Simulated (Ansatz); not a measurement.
Reaction (formal hydrolysis of a C–Se bond): `O=C([SeH])O[SiH3]` + H₂O → `O=C(O)O[SiH3]` + H₂Se

Computed with Ansatz on PBE0-D4/def2-TZVP structures; ΔE is electronic, products minus reactants. CCSD(T)/CBS is the MP2 limit (def2-TZVPP, def2-QZVPP) plus CCSD(T) − MP2 in def2-TZVPP, frozen cores. This one scheme is used for every species. Functionals use def2-TZVPP. B3LYP here is the variant with VWN-RPA as its local correlation; programs differ in this. For Se outer-core shells are correlated without core-valence functions, which leaves a few kJ/mol of doubt a bond. Scalar relativity is left out up to krypton. One conformer a species, not always the lowest.

(1) Is it downhill or uphill in electronic energy at CCSD(T)/CBS, and by how much? (Estimate.)

(2) What do these levels give: PBE-D4, PBE0-D4, ωB97M-V, r2SCAN, B3LYP, SCS-MP2/def2-TZVPP, CCSD(T)/def2-TZVPP, HF/def2-QZVPP, MP2/def2-QZVPP, HF/CBS(def2), MP2/CBS(def2), CCSD/CBS(def2)? (An estimate is asked.)

Largest T1 diagnostic among the species: 0.014.

## Answers

(1) Ansatz gave: Downhill: ΔE = -21.6 kJ/mol.

(2) The calculation gave: PBE-D4 -20.1, PBE0-D4 -30.4, ωB97M-V -34.2, r2SCAN -30.3, B3LYP -31.8, SCS-MP2/def2-TZVPP -24.0, CCSD(T)/def2-TZVPP -27.1, HF/def2-QZVPP -59.5, MP2/def2-QZVPP -15.2, HF/CBS(def2) -59.4, MP2/CBS(def2) -13.2, CCSD/CBS(def2) -27.4 kJ/mol.

The D4 term adds +6.8 kJ/mol with B3LYP and +3.7 kJ/mol with PBE0; it sums over pairs of atoms, weighted by their polarisabilities, and B3LYP, whose exchange is more repulsive, gets the larger term. From PBE to PBE0 (25 % exact exchange), in def2-TZVPP and without D4, ΔE moves by −9.9 kJ/mol. In def2-TZVPP, CCSD(T) changes the Hartree–Fock value by +33.4 kJ/mol (the triples alone add +5.8 kJ/mol) and MP2 by +41.8 kJ/mol.
